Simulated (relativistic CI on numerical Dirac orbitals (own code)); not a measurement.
One change at a time: Pt28+

Base calculation: Dirac-Coulomb-Breit CI, KLI orbitals optimised for each configuration, model QED (radiative potential, 1s self-energy scaled to tabulated hydrogen-like ionisation energies), unscaled Slater integrals.

CI space (outside the closed core [Ar] 3d10): 4s²4p⁶4d¹⁰4f⁴, 4s²4p⁶4d¹⁰4f³5s, 4s²4p⁶4d⁹4f⁵, 4s²4p⁶4d¹⁰4f²5s², 4s²4p⁶4d¹⁰4f³5p, 4s²4p⁶4d¹⁰4f²5s5p, 4s²4p⁵4d¹⁰4f⁵, 4s²4p⁶4d¹⁰4f³5d, 4s²4p⁶4d¹⁰4f²5p², 4s²4p⁶4d¹⁰4f²5s5d, 4s²4p⁶4d⁹4f⁴5s, 4s²4p⁶4d⁹4f³5s², 4s4p⁶4d¹⁰4f⁵, 4s²4p⁶4d¹⁰4f²5p5d, 4s²4p⁶4d¹⁰4f³5f, 4s²4p⁶4d¹⁰4f³6s, 4s²4p⁶4d¹⁰4f²5d², 4s²4p⁶4d¹⁰4f³5g, 4s²4p⁶4d¹⁰4f³6d. Levels of other configurations are missing.

Variants: (1) valence Slater integrals scaled by 0.9; (2) one mean potential for all configurations; (3) only the first 3 configurations. Shifts of the energy above 4s²4p⁶4d¹⁰4f⁴ ⁵I4, in cm⁻¹, for the lowest level and the first level of each name with at least 55 % of one term (blank where a level changes its place among those of its configuration and J or its character, or is not in the variant):

```csv
Level,Base,Δ(1),Δ(2),Δ(3)
4s²4p⁶4d¹⁰4f⁴ ⁵I4,0.0,0.0,0.0,0.0
4s²4p⁶4d¹⁰4f⁴ ⁵I5,22009.2,+791.5,-86.2,-163.0
4s²4p⁶4d¹⁰4f⁴ ⁵I6,39083.5,+415.2,-130.0,-141.2
4s²4p⁶4d¹⁰4f⁴ ⁵I7,51209.7,-804.3,-136.9,-1.3
4s²4p⁶4d¹⁰4f⁴ ⁵F1,53382.5,-2537.2,-74.3,+1142.3
4s²4p⁶4d¹⁰4f⁴ ⁵F3,62184.5,-3234.8,-84.1,+1176.0
4s²4p⁶4d¹⁰4f⁴ ³K6,74610.8,-2558.8,-142.8,+346.2
4s²4p⁶4d¹⁰4f⁴ ⁵F4,84174.4,-2917.7,-156.9,+1340.6
4s²4p⁶4d¹⁰4f⁴ ⁵G4,96864.6,-3832.1,-163.6,+1689.5
4s²4p⁶4d¹⁰4f⁴ ⁵D0,102077.8,-9396.5,-16.5,+2713.3
4s²4p⁶4d¹⁰4f⁴ ³P1,106016.0,-4435.9,-173.6,+1719.2
4s²4p⁶4d¹⁰4f⁴ ³L8,111101.3,-4955.3,-187.8,+153.3
4s²4p⁶4d¹⁰4f⁴ ³M9,112287.2,-5331.2,-181.9,-43.6
4s²4p⁶4d¹⁰4f⁴ ³P0,115713.4,-5135.8,-179.9,+2508.8
```

At this charge energies of transitions that change n are usually good to better than 1 %, and those within a shell (Δn = 0) to a few per cent. Terms inside the open d or f shell come out 10 to 20 % too wide with unscaled integrals.

Ionisation energy from the two ground configurations alone: base 962.212 eV; valence Slater integrals scaled by 0.9 961.89 eV. The NIST ASD value (theoretical) is 980 eV.

LS names give the leading component of a level, which can be under half, so a name can repeat, a term be missing and a line seem to break the LS rules.
